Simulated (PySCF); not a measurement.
Cl4Nb, charge +1, singlet, at a GFN2-xTB geometry (such geometries of metal compounds can be far from the true shape) (the multiplicity is a formal guess) (core potentials on Nb); DF-CAMB3LYP/def2-TZVPD (PySCF).

The PySCF input:
```python
from pyscf import gto, scf, dft

mol = gto.Mole()
mol.atom = '''
    Nb    0.000000   -0.000000   -0.000000
    Cl    1.750040   -0.572487   -1.127667
    Cl    0.574379    0.481872    2.024821
    Cl   -0.915220    1.726374   -0.918705
    Cl   -1.409198   -1.635760    0.021551
'''
mol.basis = 'def2-tzvpd'
mol.ecp = {'Nb': 'def2-tzvpd'}
mol.charge = 1
mol.spin = 0
mol.verbose = 4
mol.build()

mf = dft.RKS(mol)
mf.xc = 'camb3lyp'
mf = mf.density_fit(auxbasis='def2-universal-jkfit')
mf.kernel()
```

What the program printed (banner, timings and long lists left out):

```
PySCF version 2.14.0

[INPUT] verbose = 4
[INPUT] num. atoms = 5
[INPUT] num. electrons = 80
[INPUT] charge = 1
[INPUT] spin (= nelec alpha-beta = 2S) = 0
[INPUT] symmetry False subgroup None
[INPUT] Mole.unit = angstrom
[INPUT] Symbol           X                Y                Z      unit          X                Y                Z       unit  Magmom
[INPUT]  1 Nb     0.000000000000   0.000000000000   0.000000000000 AA    0.000000000000   0.000000000000   0.000000000000 Bohr   0.0
[INPUT]  2 Cl     1.750040000000  -0.572487000000  -1.127667000000 AA    3.307096307034  -1.081843639874  -2.130981789710 Bohr   0.0
[INPUT]  3 Cl     0.574379000000   0.481872000000   2.024821000000 AA    1.085419001702   0.910606107096   3.826357141268 Bohr   0.0
[INPUT]  4 Cl    -0.915220000000   1.726374000000  -0.918705000000 AA   -1.729515143724   3.262374048570  -1.736100839269 Bohr   0.0
[INPUT]  5 Cl    -1.409198000000  -1.635760000000   0.021551000000 AA   -2.662998275285  -3.091138405519   0.040725487711 Bohr   0.0

nuclear repulsion = 476.896984020028
number of shells = 78
number of NR pGTOs = 348
number of NR cGTOs = 224
basis = def2-tzvpd
ecp = {'Nb': 'def2-tzvpd'}

******** <class 'pyscf.df.df_jk.DFRKS'> ********
method = DFRKS
initial guess = minao
damping factor = 0
level_shift factor = 0
DIIS = <class 'pyscf.scf.diis.CDIIS'>
diis_start_cycle = 1
diis_space = 8
diis_damp = 0
SCF conv_tol = 1e-09
SCF conv_tol_grad = None
SCF max_cycles = 50
direct_scf = False
XC library pyscf.dft.libxc version 7.1.2
    S. Lehtola, C. Steigemann, M. J. T. Oliveira, and M. A. L. Marques,  SoftwareX 7, 1–5 (2018)
XC functionals = camb3lyp
    T. Yanai, D. P. Tew, and N. C. Handy,  Chem. Phys. Lett. 393, 51 (2004)
radial grids:
    Treutler-Ahlrichs [JCP 102, 346 (1995); DOI:10.1063/1.469408] (M4) radial grids

becke partition: Becke, JCP 88, 2547 (1988); DOI:10.1063/1.454033
pruning grids: <function nwchem_prune>
grids dens level: 3
symmetrized grids: False
atomic radii adjust function: <function treutler_atomic_radii_adjust>
small_rho_cutoff = 0
Set gradient conv threshold to 3.16228e-05
Initial guess from minao.
tot grids = 97960
******** <class 'pyscf.df.df.DF'> ********
auxbasis = def2-universal-jkfit
Create RSH-DF object <pyscf.df.df.DF object> for omega=0.33
******** <class 'pyscf.df.df.DF'> ********
auxbasis = auxmol.basis = def2-universal-jkfit
init E= -1892.45803914134
  HOMO = -0.611495750042513  LUMO = -0.514266886471385  gap/eV = 2.64573
cycle= 1 E= -1896.27127931819  delta_E= -3.81  |g|= 2.78  |ddm|= 4.92
  HOMO = -0.463636142234431  LUMO = -0.099853196227908  gap/eV = 9.89904
cycle= 2 E= -1894.96657585666  delta_E=  1.3  |g|= 3.22  |ddm|= 3.67
  HOMO = -0.602414531565532  LUMO = -0.309825589294066  gap/eV = 7.96175
cycle= 3 E= -1897.77227643306  delta_E= -2.81  |g|= 0.333  |ddm|=  2.4
  HOMO = -0.599674196773116  LUMO = -0.296318650670421  gap/eV = 8.25472
cycle= 4 E= -1897.79366448016  delta_E= -0.0214  |g|= 0.0993  |ddm|= 0.342
  HOMO = -0.604193210501517  LUMO = -0.289848445090982  gap/eV = 8.55376
cycle= 5 E= -1897.79547593093  delta_E= -0.00181  |g|= 0.0279  |ddm|= 0.0807
  HOMO = -0.60238646529111  LUMO = -0.289511126477882  gap/eV = 8.51377
cycle= 6 E= -1897.79562009145  delta_E= -0.000144  |g|= 0.0109  |ddm|= 0.018
  HOMO = -0.602792198884869  LUMO = -0.290614797432235  gap/eV = 8.49478
cycle= 7 E= -1897.79565156318  delta_E= -3.15e-05  |g|= 0.00106  |ddm|= 0.00882
  HOMO = -0.602855236887359  LUMO = -0.290630162486907  gap/eV = 8.49608
cycle= 8 E= -1897.79565245427  delta_E= -8.91e-07  |g|= 0.000311  |ddm|= 0.00211
  HOMO = -0.602839415902596  LUMO = -0.290568246070316  gap/eV = 8.49733
cycle= 9 E= -1897.79565252699  delta_E= -7.27e-08  |g|= 9.61e-05  |ddm|= 0.000599
  HOMO = -0.602845026400466  LUMO = -0.290561569760552  gap/eV = 8.49767
cycle= 10 E= -1897.79565253128  delta_E= -4.29e-09  |g|= 1.72e-05  |ddm|= 0.000142
  HOMO = -0.602845180927237  LUMO = -0.29056311959331  gap/eV = 8.49763
cycle= 11 E= -1897.79565253135  delta_E= -6.59e-11  |g|= 4.58e-06  |ddm|= 1.42e-05
  HOMO = -0.602845084095988  LUMO = -0.290563195992668  gap/eV = 8.49762
Extra cycle  E= -1897.79565253135  delta_E=    0  |g|= 5.5e-06  |ddm|= 8.34e-06
converged SCF energy = -1897.79565253135
```
